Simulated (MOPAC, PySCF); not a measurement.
C₂H₅B, SMILES `BC=C`, neutral singlet in the gas phase. 

Cartesian coordinates (Å):
```xyz
8

B      1.2696    -0.1895     0.1184
C     -0.0692     0.5412    -0.0517
C     -1.2276    -0.1334    -0.0879
H      2.3063     0.3984     0.1537
H      1.2694    -1.3793     0.2181
H     -0.1138     1.6236    -0.1467
H     -1.2439    -1.2144     0.0023
H     -2.1907     0.3533    -0.2064
```
Charge 0, multiplicity 1.

All levels are single points at this geometry (B3LYP-D3(BJ)/def2-TZVP); Pople sets use spherical d functions. Orbital energies aren't observables, and empty levels follow the basis.

```
level                            HOMO (eV)  LUMO (eV)  gap (eV)  dipole (D)  vertical IE, Delta-SCF (eV)
-------------------------------  ---------  ---------  --------  ----------  ---------------------------
B3LYP-D3(BJ)/def2-TZVP in PySCF      -8.25      -2.30      5.95        1.35                        10.91
PBE-D3(BJ)/def2-TZVP in PySCF        -7.47      -3.10      4.37        1.43                            –
B3LYP/3-21G in PySCF                 -8.09      -1.99      6.10        1.46                            –
B3LYP/6-311+G** in PySCF             -8.26      -2.33      5.93        1.32                            –
B3LYP/6-31G* in PySCF                -7.95      -1.89      6.05        1.39                        10.74
M06-2X/6-31G* in PySCF               -9.41      -0.76      8.64        1.23                            –
AM1 in MOPAC                        -10.80       0.40     11.20        0.87                            –
PM6 in MOPAC                        -10.83      -0.52     10.30        0.92                            –
PM7 in MOPAC                        -10.89      -0.81     10.08        0.81                            –
```
